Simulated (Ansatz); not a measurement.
Frontier orbitals of `C[CH2][AlH][AlH2]`.

The species carries charge 0 and has multiplicity 1. The geometry is a stationary point of PBE0-D4/def2-TZVP. It is one conformer, not always the lowest. Basis def2-TZVPP, Ansatz 0.2.0.

```tsv
functional	HOMO (eV)	LUMO (eV)	gap (eV)
PBE	-5.61	-2.73	2.88
revPBE	-5.57	-2.62	2.95
BLYP	-5.47	-2.56	2.91
r2SCAN	-5.82	-2.50	3.32
PBE0	-6.62	-1.98	4.64
CAM-B3LYP	-7.84	-1.00	6.84
LC-ωPBE	-9.11	0.03	9.14
ωB97M-V	-8.54	-0.35	8.19
```

From PBE to PBE0 the HOMO moves by −1.01 eV and the LUMO by +0.75 eV, and with ωB97M-V by −2.93 and +2.37 eV, so the gap grows from 2.88 to 8.18 eV with exact exchange.

LC-ωPBE has ω = 0.4 bohr⁻¹.
